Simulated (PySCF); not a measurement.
**Calcium: highly charged ions in a basis for the neutral atom**

Ca¹¹⁺ [He] 2s2 2p5, Ca¹²⁺ [He] 2s2 2p4. Calculation: PySCF 2.14, in x2c-TZVPall (6s5p3d, 36 functions); scalar relativity by spin-free X2C-1e. No spin-orbit coupling, so a gap to NIST mixes the basis error with missing relativistic terms.

Changed run: basis of the neutral atom used for a highly charged ion. This setting is unsound on purpose.

```json
{"species": "Ca¹¹⁺", "method": "UHF", "sound run (hartree)": "not run", "changed run (hartree)": "-621.33122", "converged": "yes"}
{"species": "Ca¹¹⁺", "method": "LDA", "sound run (hartree)": "not run", "changed run (hartree)": "-619.78122", "converged": "yes"}
{"species": "Ca¹¹⁺", "method": "MN15", "sound run (hartree)": "not run", "changed run (hartree)": "-621.84929", "converged": "yes"}
{"species": "Ca¹²⁺", "method": "UHF", "sound run (hartree)": "not run", "changed run (hartree)": "-597.00136", "converged": "yes"}
{"species": "Ca¹²⁺", "method": "LDA", "sound run (hartree)": "not run", "changed run (hartree)": "-595.41273", "converged": "yes"}
{"species": "Ca¹²⁺", "method": "MN15", "sound run (hartree)": "not run", "changed run (hartree)": "-597.43185", "converged": "yes"}
```

Ionisation energy of Ca¹¹⁺:

```tsv
method	changed run (eV)	NIST (eV)
UHF	662.05	658.2 ± 0.9
LDA	663.10	658.2 ± 0.9
MN15	664.43	658.2 ± 0.9
```

The contracted functions were made for the neutral atom and can be too rigid for a highly charged ion.
